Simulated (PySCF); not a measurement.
**Magnetic susceptibility: `CCCCN(C)N(C)CCC`, C9H22N2**

Geometry:
```tsv
atom	x (Å)	y (Å)	z (Å)
C1	-4.535	0.452	0.380
C2	-3.031	0.631	0.214
C3	-2.423	-0.472	-0.647
C4	-0.905	-0.331	-0.767
N5	-0.259	-0.337	0.537
C6	-0.190	-1.649	1.142
N7	0.991	0.315	0.613
C8	0.819	1.745	0.749
C9	1.970	-0.054	-0.400
C10	3.395	0.178	0.102
C11	4.422	-0.448	-0.832
H12	-4.952	1.253	0.986
H13	-4.756	-0.495	0.868
H14	-5.031	0.461	-0.588
H15	-2.828	1.600	-0.247
H16	-2.544	0.618	1.190
H17	-2.852	-0.435	-1.652
H18	-2.671	-1.445	-0.221
H19	-0.520	-1.131	-1.425
H20	-0.687	0.630	-1.239
H21	0.429	-1.576	2.033
H22	-1.191	-1.960	1.434
H23	0.232	-2.418	0.476
H24	-0.017	1.921	1.421
H25	1.720	2.169	1.187
H26	0.621	2.254	-0.207
H27	1.848	-1.120	-0.606
H28	1.821	0.496	-1.346
H29	3.484	-0.255	1.099
H30	3.588	1.249	0.182
H31	4.325	-0.038	-1.836
H32	5.430	-0.252	-0.477
H33	4.282	-1.526	-0.889
```

Method: GIAO PBE/pcSseg-1 magnetisability, rotational g tensor and spin-rotation constants, non-relativistic, gas phase in PySCF 2.14.0. Geometry: GFN2-xTB.

How diamagnetic is it, and how anisotropic?

Isotropic -2079 × 10⁻³⁰ J/T², or -125.2 × 10⁻⁶ cm³/mol; principal values -2158, -2073, -2006 × 10⁻³⁰ J/T², anisotropy 132 × 10⁻³⁰ J/T² (root of half the summed squared differences of the principal values). The susceptibility is in cgs units.

Split it along the inertial axes a, b, c into diamagnetic and paramagnetic parts about the centre of mass, with the quadrupole moment.


| axis | χ (10⁻⁶ cm³/mol) | diamagnetic (10⁻⁶ cm³/mol) | paramagnetic (10⁻⁶ cm³/mol) | summed x² of all electrons (Å²) | quadrupole Θ (D Å) |
| --- | --- | --- | --- | --- | --- |
| a | -128.5 | -706.9 | 578.4 | 664.2 | -1.12 |
| b | -125.9 | -3106.0 | 2980.1 | 98.7 | +1.92 |
| c | -121.2 | -3236.7 | 3115.5 | 67.9 | -0.80 |

Anisotropies 2χaa − χbb − χcc = -9.9 and 2χbb − χaa − χcc = -2.1 × 10⁻⁶ cm³/mol. Θ is traceless in Buckingham's convention.

And the rotational g tensor?


```csv
axis,rotational constant (GHz),g,nuclear part,electronic part
a,2.4582,-0.0023,0.6657,-0.6680
b,0.4321,-0.0013,0.6037,-0.6050
c,0.4146,-0.0018,0.6050,-0.6069
```
Asymmetric top; isotopes 12C, 1H, 14N; no vibrational averaging.
